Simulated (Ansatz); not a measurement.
`[F][In]([Cl])[N]([SiH3])[SiH3]` + CH₃OH → `C[O][In]([F])[Cl]` + `[SiH3]N[SiH3]` at 298.15 K and 1 bar (ligand exchange at the In–N bond).

Calculated with Ansatz (gas phase, PBE0-D4/def2-TZVP geometries, no zero-point term in ΔE). CBS: MP2 limit from def2 TZ/QZ plus the TZ coupled-cluster correction, frozen cores. This one scheme is used for every species. Elements past krypton have def2 core potentials. For In outer-core shells are correlated without core-valence functions, which leaves a few kJ/mol of doubt a bond. One conformer a species, not always the lowest.

```json
{"species": "`[F][In]([Cl])[N]([SiH3])[SiH3]`", "CCSD(T)/CBS energy (Eh)": "-1385.98629", "H − E (kJ/mol)": "186.9", "S (J/(mol·K))": "465.9"}
{"species": "CH₃OH", "CCSD(T)/CBS energy (Eh)": "-115.61712", "H − E (kJ/mol)": "146.3", "S (J/(mol·K))": "238.2"}
{"species": "`C[O][In]([F])[Cl]`", "CCSD(T)/CBS energy (Eh)": "-864.49222", "H − E (kJ/mol)": "138.7", "S (J/(mol·K))": "393.1"}
{"species": "`[SiH3]N[SiH3]`", "CCSD(T)/CBS energy (Eh)": "-637.10515", "H − E (kJ/mol)": "192.6", "S (J/(mol·K))": "335.6"}
```

H − E and S are ideal-gas, rigid-rotor, harmonic terms from PBE0-D4/def2-TZVP, for one conformer and one mirror image of each species. 1 Eh = 2625.50 kJ/mol, R = 8.31446 J/(mol·K).

Question: By hand: ΔE, ΔH, ΔS and ΔG.

Answer: ΔE = (-864.49222) + (-637.10515) − (-1385.98629) − (-115.61712) = 0.00604 Eh = 15.9 kJ/mol. Δ(H − E) = 138.7 + 192.6 − 186.9 − 146.3 = -1.9, so ΔH = 14.0 kJ/mol. ΔS = 393.1 + 335.6 − 465.9 − 238.2 = 24.6 J/(mol·K). ΔG = 14.0 − 298.15 × (24.6)/1000 = 6.7 kJ/mol.

Question: By hand: the equilibrium constant, and the temperature at which ΔG would vanish if ΔH and ΔS stayed fixed.

Answer: log₁₀ K = −ΔG/(RT ln 10) = -1.2. ΔG = 0 at ΔH/ΔS = 569 K.

TΔS isn't small against ΔH here. A doubt of 5 kJ/mol in ΔE shifts log₁₀ K by 0.9 here. Other conformers and mirror images would add mixing entropy, several J/(mol·K) or more a flexible species. Modes under 60 cm⁻¹, often nearly free rotors, make the harmonic entropy too high. These are equilibria of isolated gas molecules and say nothing of rates. Largest T1 diagnostic: 0.016 (customary marks: 0.02 for closed shells, 0.045 for open ones).
